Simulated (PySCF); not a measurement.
Two species compared at the same levels of theory.

First species: C₄H₁₂OSSi₂.
Structure used (GFN2-xTB), in Å, numbered top down from 1:
```xyz
20
C4H12OSSi2 angstrom
Si     2.9651   -0.1758    0.9110
O      2.2687    0.6336   -0.3128
Si     1.5604    0.9564   -1.7262
S      0.1567   -0.5894   -2.1909
C     -0.4960   -1.0275   -0.5304
C     -1.2837    0.0856    0.0926
C     -2.6678    0.3765   -0.4038
C     -2.4751   -0.2407    0.9466
H      4.2352    0.5034    1.1381
H      2.0276   -0.0493    2.0260
H      3.1394   -1.5706    0.5090
H      2.5484    0.9132   -2.7869
H      0.8907    2.2304   -1.5093
H     -1.1212   -1.9030   -0.7024
H      0.3579   -1.3077    0.0887
H     -0.6761    0.9321    0.3919
H     -3.0519   -0.2449   -1.1985
H     -2.9897    1.4049   -0.4621
H     -2.7378   -1.2799    1.0744
H     -2.6559    0.3636    1.8226
```

Second species: C6H6F4O.
SMILES with atom numbers: `[F:1][C:2]1=[CH:3][CH2:4][O:5][C@H:6]1[CH2:7][C:8]([F:9])([F:10])[F:11]` (hydrogens: H12 on C3; H13, H14 on C4; H15 on C6; H16, H17 on C7)

Levels: PBE0/pcSseg-1 for dipole moment, HOMO energy, LUMO energy and HOMO–LUMO gap; GFN2-xTB for rotational constant A and rotational constant C. Geometries: GFN2-xTB. Each species is one conformer at its optimised geometry, gas phase, non-relativistic unless stated. Electronic properties by PySCF.

Dipoles, sizes and rotational constants follow the conformer. The torsions of the flexible species, by atom-mapped SMILES:
- `[SiH3:1][O:2][SiH2:3][S:4][CH2:5][CH:6]1[CH2:7][CH2:8]1`: Si1–O2–Si3–S4 40°, O2–Si3–S4–C5 35°, Si3–S4–C5–C6 66°, S4–C5–C6–C7 75°
- `[F:1][C:2]1=[CH:3][CH2:4][O:5][C@H:6]1[CH2:7][C:8]([F:9])([F:10])[F:11]`: O5–C6–C7–C8 -63°, C6–C7–C8–F9 69°

Which has the higher dipole moment?

The second: 3.19 D against 1.86 D, a difference of 1.33 D.

Which has the higher rotational constant A?

The second: 2.006 GHz against 1.593 GHz, a difference of 0.413 GHz.

Which has the higher HOMO–LUMO gap?

The second: 7.46 eV against 6.64 eV, a difference of 0.82 eV.

Which has the higher rotational constant C?

The first: 0.588 GHz against 0.583 GHz, a difference of 0.005 GHz.

Which of the two has the higher HOMO energy, and by how much?

The first: -6.79 eV against -7.38 eV, a difference of 0.59 eV.

Which has the higher LUMO energy?

The second: 0.08 eV against -0.15 eV, a difference of 0.23 eV.

On the first: The dipole equals about 6.2 × 10⁻³⁰ C·m (1 D = 3.33564 × 10⁻³⁰ C·m).

On the second: The dipole equals about 10.6 × 10⁻³⁰ C·m (1 D = 3.33564 × 10⁻³⁰ C·m).
